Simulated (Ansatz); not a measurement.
Cost and result for the atomization energy of `O/C=[C](/Cl)[GaH2]` (9 atoms, 8 bonds).

```xyz
9

O    -0.277    0.682    1.153
C     0.743   -0.233    0.846
C     0.747   -0.571   -0.434
Cl    1.961   -1.560   -1.125
Ga   -0.854    0.393   -1.121
H    -0.828    0.348    1.870
H     1.421   -0.497    1.651
H    -2.238   -0.336   -1.009
H    -0.673    1.774   -1.831
```

The species carries charge 0 and has multiplicity 1. Correlated methods include outer-core shells of Ga, which these sets cover unevenly. Scalar relativity is left out up to krypton. The structure was optimised at the PBE0-D4/def2-TZVP level. It is one conformer, not always the lowest. Program: Ansatz. All runs use 4 threads of an Arm Neoverse N1 on a shared host. Times are those of one run each, without the atoms' runs, and a repeat can differ threefold. Electronic energies, without spin–orbit coupling; frozen cores. CCSD(T)/CBS adds CCSD(T) − MP2 in def2-TZVPP to the MP2 limit, and its time is that of the two runs behind it. T1 = 0.013. With those shells the extrapolation isn't a true limit. B3LYP takes the VWN-RPA correlation (the form of Gaussian; ORCA's B3LYP/G). HSE06 is the plane-wave form, built on full-range PBE exchange.

CCSD(T)/CBS is a level of theory with its own doubt, some kJ/mol a heavy atom from the limit and from the frozen cores, so smaller differences don't rank the functionals.

```json
{"level": "LDA (SPW92)/def2-TZVPP", "functions": "239", "wall time": "2 s"}
{"level": "BLYP-D4/def2-TZVPP", "functions": "239", "wall time": "3.5 s"}
{"level": "PBE0-D4/def2-TZVPP", "functions": "239", "wall time": "6 s"}
{"level": "HSE06-D4/def2-TZVPP", "functions": "239", "wall time": "6.5 s"}
{"level": "CAM-B3LYP-D4/def2-TZVPP", "functions": "239", "wall time": "6.5 s"}
{"level": "B3LYP-D4/def2-TZVPP (with forces)", "functions": "239", "wall time": "8.5 s"}
{"level": "B2PLYP/def2-TZVPP", "functions": "239", "wall time": "10 s"}
{"level": "CCSD(T)/def2-SVP", "functions": "112", "wall time": "12 s"}
{"level": "ωB97X-V/def2-TZVPP", "functions": "239", "wall time": "14 s"}
{"level": "ωB97M-V/def2-TZVPP (with forces)", "functions": "239", "wall time": "20 s"}
{"level": "MP2/def2-QZVPP", "functions": "450", "wall time": "38 s"}
{"level": "CCSD(T)/def2-TZVPP", "functions": "239", "wall time": "4.8 min"}
{"level": "CCSD(T)/CBS(def2)", "functions": "–", "wall time": "5.5 min"}
```

(1) What atomization energy does each give, and how far from CCSD(T)/CBS? (Best estimate.)

## Answers

(1) Ansatz gave: 
| level | atomization (kcal/mol) | difference from CCSD(T)/CBS | per bond |
| --- | --- | --- | --- |
| LDA (SPW92)/def2-TZVPP | 860.9 | 129.1 | 16.1 |
| BLYP-D4/def2-TZVPP | 726.1 | -5.7 | -0.7 |
| PBE0-D4/def2-TZVPP | 734.0 | 2.2 | 0.3 |
| HSE06-D4/def2-TZVPP | 734.6 | 2.8 | 0.4 |
| CAM-B3LYP-D4/def2-TZVPP | 729.6 | -2.2 | -0.3 |
| B3LYP-D4/def2-TZVPP (with forces) | 724.3 | -7.5 | -0.9 |
| B2PLYP/def2-TZVPP | 719.2 | -12.6 | -1.6 |
| CCSD(T)/def2-SVP | 690.7 | -41.1 | -5.1 |
| ωB97X-V/def2-TZVPP | 732.6 | 0.8 | 0.1 |
| ωB97M-V/def2-TZVPP (with forces) | 732.0 | 0.2 | 0.0 |
| MP2/def2-QZVPP | 743.7 | 11.9 | 1.5 |
| CCSD(T)/def2-TZVPP | 713.4 | -18.4 | -2.3 |
| CCSD(T)/CBS(def2) | 731.8 | 0.0 | 0.0 |

From r2SCAN to r2SCAN0 (25 % exact exchange), in def2-TZVPP and without D4, the atomization energy moves by −16.7 kcal/mol: exact exchange takes away binding that semilocal exchange gives to molecules. In def2-TZVPP, CCSD(T) changes the Hartree–Fock value by +211.9 kcal/mol (the triples alone add +15.7 kcal/mol) and MP2 by +231.4 kcal/mol; breaking electron pairs costs correlation energy, which Hartree–Fock lacks. Leaving LDA and LC-ωPBE aside and taking each functional with its dispersion term where it has one, the values, not all of them listed here, spread over 55.5 kcal/mol, from BHLYP-D4 to PBE-D4. LDA lies +113.8 kcal/mol from PBE without D4, its usual overbinding.
